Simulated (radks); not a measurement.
The numbers below are computed, except where a source is named.
How relativity changes the ionisation of the fluorine ion F+ ([He] 2s2 2p4) to F2+ ([He] 2s2 2p3). Spin-unpolarised spherical Kohn-Sham, PBE, point nucleus unless stated (finite: rms radius 2.8976 fm), a radial shooting solver on a logarithmic mesh with Libxc functionals. A level marked "c x" has the speed of light scaled by that factor and shares open shells by 2j + 1; other Dirac levels either fill j = l - 1/2 first or share by 2j + 1.

| level | E(F+) (hartree) | E(F2+) (hartree) | IE (eV) | HOMO | <r> HOMO (bohr) |
|---|---|---|---|---|---|
| non-rel. | -98.93771 | -97.52674 | 38.395 | 2p | 0.9834 |
| scalar-rel. | -99.03181 | -97.62120 | 38.385 | 2p | 0.9832 |
| scalar-rel., finite nucleus | -99.03178 | -97.62117 | 38.385 | 2p | 0.9832 |
| Dirac, 2j+1 shares | -99.03182 | -97.62121 | 38.385 | 2p3/2 | 0.9838 |
| Dirac, low j first | -99.03364 | -97.62440 | 38.347 | 2p3/2 | 0.9839 |
| Dirac, 2j+1 shares, finite nucleus | -99.03179 | -97.62118 | 38.385 | 2p3/2 | 0.9838 |
| Dirac, c x 0.85 | -99.06807 | -97.65760 | 38.381 | 2p3/2 | 0.9840 |
| Dirac, c x 5 | -98.94147 | -97.53051 | 38.394 | 2p3/2 | 0.9834 |
| Dirac, c x 10 | -98.93865 | -97.52768 | 38.394 | 2p3/2 | 0.9834 |

NIST Atomic Spectra Database: 34.971 eV (measured). The relativistic part of the total energy of F+ is -0.09408 hartree (Dirac, 2j+1 shares, finite nucleus), 0.095 % of the non-relativistic value. Spin polarisation and multiplet splitting of open shells are left out at every level.

Beside tabulated values, note that spin-unpolarised runs miss the spin-polarisation part of the exchange energy of open shells.
